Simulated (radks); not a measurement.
Results of a calculation; reference values are marked as such.
How relativity changes the ionisation of the tellurium ion Te3+ ([Kr] 4d10 5s2 5p1) to Te4+ ([Kr] 4d10 5s2). Spin-unpolarised spherical Kohn-Sham, PBE, point nucleus unless stated (finite: rms radius 4.7423 fm), a radial shooting solver on a logarithmic mesh with Libxc functionals. A level marked "c x" has the speed of light scaled by that factor and shares open shells by 2j + 1; other Dirac levels either fill j = l - 1/2 first or share by 2j + 1.

| level | E(Te3+) (hartree) | E(Te4+) (hartree) | IE (eV) | HOMO | <r> HOMO (bohr) |
|---|---|---|---|---|---|
| non-rel. | -6611.76615 | -6610.43282 | 36.282 | 5p | 2.253 |
| scalar-rel. | -6792.47689 | -6791.13613 | 36.484 | 5p | 2.230 |
| scalar-rel., finite nucleus | -6792.26829 | -6790.92751 | 36.484 | 5p | 2.230 |
| Dirac, 2j+1 shares | -6794.79559 | -6793.45351 | 36.520 | 5p3/2 | 2.253 |
| Dirac, low j first | -6794.82549 | -6793.45351 | 37.334 | 5p1/2 | 2.185 |
| Dirac, 2j+1 shares, finite nucleus | -6794.58630 | -6793.24420 | 36.520 | 5p3/2 | 2.253 |
| Dirac, c x 0.85 | -6872.81639 | -6871.47047 | 36.624 | 5p3/2 | 2.254 |
| Dirac, c x 3 | -6630.83766 | -6629.50343 | 36.306 | 5p3/2 | 2.253 |
| Dirac, c x 100 | -6611.78318 | -6610.44985 | 36.282 | 5p3/2 | 2.253 |

NIST Atomic Spectra Database: 37.416 eV (measured). The relativistic part of the total energy of Te3+ is -182.8 hartree (Dirac, 2j+1 shares, finite nucleus), 2.8 % of the non-relativistic value. Spin polarisation and multiplet splitting of open shells are left out at every level.

Beside tabulated values, note that relativity, absent from the non-relativistic runs, is large for the heavy elements, and spin-unpolarised runs miss the spin-polarisation part of the exchange energy of open shells.
